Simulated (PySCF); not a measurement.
Te, triplet (core potentials on Te); WB97M-V/def2-SVP (PySCF).

Here is a job for PySCF.
```python
from pyscf import gto, scf, dft

mol = gto.Mole()
mol.atom = '''
    Te    0.000000    0.000000    0.000000
'''
mol.basis = 'def2-svp'
mol.ecp = {'Te': 'def2-svp'}
mol.charge = 0
mol.spin = 2
mol.verbose = 4
mol.build()

mf = dft.UKS(mol)
mf.xc = 'wb97m_v'
mf.grids.atom_grid = (99, 590)
mf.grids.prune = None
mf.kernel()
```

The log (banner, timings and long lists left out):

```
PySCF version 2.14.0

[INPUT] verbose = 4
[INPUT] num. atoms = 1
[INPUT] num. electrons = 24
[INPUT] charge = 0
[INPUT] spin (= nelec alpha-beta = 2S) = 2
[INPUT] symmetry False subgroup None
[INPUT] Mole.unit = angstrom
[INPUT] Symbol           X                Y                Z      unit          X                Y                Z       unit  Magmom
[INPUT]  1 Te     0.000000000000   0.000000000000   0.000000000000 AA    0.000000000000   0.000000000000   0.000000000000 Bohr   0.0

nuclear repulsion = 0
number of shells = 10
number of NR pGTOs = 61
number of NR cGTOs = 26
basis = def2-svp
ecp = {'Te': 'def2-svp'}

******** <class 'pyscf.dft.uks.UKS'> ********
method = UKS
initial guess = minao
damping factor = 0
level_shift factor = 0
DIIS = <class 'pyscf.scf.diis.CDIIS'>
diis_start_cycle = 1
diis_space = 8
diis_damp = 0
SCF conv_tol = 1e-09
SCF conv_tol_grad = None
SCF max_cycles = 50
direct_scf = True
direct_scf_tol = 1e-13
number electrons alpha = 13  beta = 11
XC library pyscf.dft.libxc version 7.1.2
    S. Lehtola, C. Steigemann, M. J. T. Oliveira, and M. A. L. Marques,  SoftwareX 7, 1–5 (2018)
XC functionals = wb97m_v
    N. Mardirossian and M. Head-Gordon,  J. Chem. Phys. 144, 214110 (2016)
radial grids:
    Treutler-Ahlrichs [JCP 102, 346 (1995); DOI:10.1063/1.469408] (M4) radial grids

becke partition: Becke, JCP 88, 2547 (1988); DOI:10.1063/1.454033
pruning grids: None
grids dens level: 3
symmetrized grids: False
atomic radii adjust function: <function treutler_atomic_radii_adjust>
User specified grid scheme (99, 590)
** Following is NLC and NLC Grids **
NLC functional = wb97m_v
radial grids:
    Treutler-Ahlrichs [JCP 102, 346 (1995); DOI:10.1063/1.469408] (M4) radial grids

becke partition: Becke, JCP 88, 2547 (1988); DOI:10.1063/1.454033
pruning grids: <function nwchem_prune>
grids dens level: 3
symmetrized grids: False
atomic radii adjust function: <function treutler_atomic_radii_adjust>
small_rho_cutoff = 0
Set gradient conv threshold to 3.16228e-05
tot grids = 58416
tot grids = 21960
init E= -240.029170009731

cycle= 1 E= -267.355539243681  delta_E= -27.3  |g|= 1.31  |ddm|= 5.02
cycle= 2 E= -267.883940495  delta_E= -0.528  |g|= 0.503  |ddm|= 2.87
cycle= 3 E= -267.949526826616  delta_E= -0.0656  |g|= 0.0135  |ddm|= 0.566
cycle= 4 E= -267.949660325069  delta_E= -0.000133  |g|= 0.00208  |ddm|= 0.0381
cycle= 5 E= -267.949665323452  delta_E= -5e-06  |g|= 0.000423  |ddm|= 0.0105
cycle= 6 E= -267.949665532939  delta_E= -2.09e-07  |g|= 8.61e-05  |ddm|= 0.00183
cycle= 7 E= -267.949665544209  delta_E= -1.13e-08  |g|= 9.11e-06  |ddm|= 0.000475
cycle= 8 E= -267.949665544368  delta_E= -1.59e-10  |g|= 5e-07  |ddm|= 4.32e-05
Extra cycle  E= -267.949665544369  delta_E= -3.98e-13  |g|= 1.47e-07  |ddm|= 1.92e-06
converged SCF energy = -267.949665544369  <S^2> = 2.0021964  2S+1 = 3.0014639
```
